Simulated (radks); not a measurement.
The numbers below are computed, except where a source is named.
Species: the lutetium ion Lu3+. Configuration: [Xe] 4f14 6s(up 0, down 0). Code: a radial shooting solver on a logarithmic mesh with Libxc functionals. Model: scalar-relativistic Kohn-Sham, r2SCAN, spin-polarised, spherical densities, finite nucleus; meta-GGA in the generalised Kohn-Sham scheme; Fermi nuclear charge, rms radius 5.37 fm. Some entries of the table are withheld. Estimate them.

| orbital | occ. | eigenvalue (hartree) | r(max) (bohr) |
|---|---|---|---|
| 1s | 2 | -2327.679 | 0.01213 |
| 2s | 2 | -397.9397 | 0.06928 |
| 2p | 6 | -350.1085 | (1) |
| 3s | 2 | -91.27020 | 0.1955 |
| 3p | 6 | -76.84553 | 0.1930 |
| 3d | 10 | -59.50352 | 0.1576 |
| 4s | 2 | -19.13619 | 0.4463 |
| 4p | 6 | (2) | (3) |
| 4d | 10 | -8.15216 | 0.4812 |
| 5s | 2 | -3.28147 | 1.044 |
| 5p | 6 | (4) | 1.190 |
| 4f | 14 | -1.32825 | 0.4701 |
| 6s | 0 | -0.84827 | 2.649 |

Answer. 
(1) 2p r(max) (bohr): 0.05660
(2) 4p eigenvalue (hartree): -14.38325
(3) 4p r(max) (bohr): 0.4672
(4) 5p eigenvalue (hartree): -2.16564
